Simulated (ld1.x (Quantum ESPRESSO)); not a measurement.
**What one change does to a pseudopotential (Se, TM)**

```
Element                 : selenium
Generator               : ld1.x (Quantum ESPRESSO) 7.5
Type                    : norm-conserving Troullier–Martins (Kleinman–Bylander form)
Functional              : PBEsol
Relativity              : scalar-relativistic
Frozen core             : [Ar] 3d10
Valence charge          : 6
Reference configuration : 4s2 4p3 (charge +1)
Partial waves           : 4s (bound): rc 1.20 bohr; 4p (bound): rc 1.90 bohr; 4d channel at 0.1 Ry: rc 1.95 bohr
Local potential         : all-electron potential smoothed inside 1.20 bohr (lloc = -1)
Core correction         : none
```

All-electron outer shells of the reference configuration (PBEsol, scalar-relativistic, ld1.x):

| shell | level (eV) | outermost node (bohr) | outermost maximum (bohr) |
| --- | --- | --- | --- |
| 4s | -26.88 | 0.70 | 1.49 |
| 4p | -15.42 | 0.74 | 1.75 |

Change: all radii scaled by about 1.40 (s 1.68, p 2.66, d 2.74 bohr); local potential all-electron potential smoothed inside 1.68 bohr (lloc = -1).

Cutoffs: the cutoffs (Ry, on a coarse ladder) from which the occupation-weighted sum of valence levels, in a spherical-Bessel basis at the reference potential, stays within 10 and 1 mRy of its value at 400 Ry; they do not see the model core or the augmentation charge, which bear on the density cutoff. Errors are all-electron minus pseudo energies relative to the spin-unpolarised reference configuration.

Problem. Predict the effect on cutoff, ghosts and configuration errors.

Solution. The potential gets softer (80 Ry and 160 Ry → 35 Ry and 50 Ry); the bound ghost in s disappears; of the 7 tests that both files solve, the error grows in 2 and shrinks in 2 by more than 15 % and 0.3 meV (median size 6.5 → 8.5 meV). A larger radius leaves more room for a smooth pseudo-wave, so fewer plane waves are needed.

```tsv
quantity	base	changed
cutoff, loose	80 Ry	35 Ry
cutoff, tight	160 Ry	50 Ry
loose cutoff by channel (10 mRy a level)	s 50 Ry, p 8 Ry	s 18 Ry, p 8 Ry
bound ghosts	s	none
error for 4s2 4p4, meV [ΔE -10.85 eV]	-1.5	+1.6
error for 4s2 4p2, meV [ΔE 20.37 eV]	-13	-8.5
error for 4s2 4p1, meV [ΔE 51.27 eV]	-66	-48
error for 4s2 4p4.3, meV [ΔE -12.44 eV]	-2.4	+2.2
error for 4s2 4p0, meV [ΔE 93.48 eV]	-179	-154
error for 4s1 4p4, meV [ΔE 11.54 eV]	+6.5	+13
error for 4s2 4p3.5, meV [ΔE -6.54 eV]	-0.1	+0.8
```

 A true bound ghost makes a file unfit for plane-wave use even where its test errors are small: the radial tests pick states by their node count and pass the ghost by.
